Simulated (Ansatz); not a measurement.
A made-up structure of CH3Se (charge +1), singlet:

```csv
atom,x (Å),y (Å),z (Å)
C1,-0.5100,-0.1842,-0.2238
Se2,0.9514,0.7686,-0.3320
H3,-0.7409,-0.8104,0.6324
H4,-1.2086,-0.1390,-1.0555
H5,-0.2827,-0.3979,0.7892
```

It is relaxed with PBE-D4/def2-SVP and then PBE0-D4/def2-TZVP (Ansatz 0.2.0). Atoms count as bonded within 1.22 times the sum of their covalent radii (H–H: 0.88 Å). The end point is not checked to be a true minimum.

(1) Does its bonding change? (Judge from chemistry; the calculation decides.)

## Answers

(1) Computed: Yes. Formed: none; broken: H3–H5.

Where it ends: The first stage lowers the energy by 3.33 eV in 18 steps. It ends as CH₃Se ([CH3][Se]), total charge +1:
```
5
angstrom
C -0.4858 -0.3575 -0.1845
Se 0.9991 0.6848 -0.2331
H -0.4192 -1.3710 0.2095
H -1.3571 -0.0809 -0.7772
H -0.5278 0.3617 0.7957
```

Labels in which every atom is bracketed show which atoms are joined, not bond orders.

For scale, one of the runs: PBE0-D4/def2-TZVP relaxation, 97 basis functions, launched by `ansatz run in.yaml --threads 2 --pin off --events-out ev --progress --plain --max-ram 4352MiB`. Hardware: 2 CPU threads of an Intel Xeon Platinum 8488C, shared host. Wall time about 6.5 s.
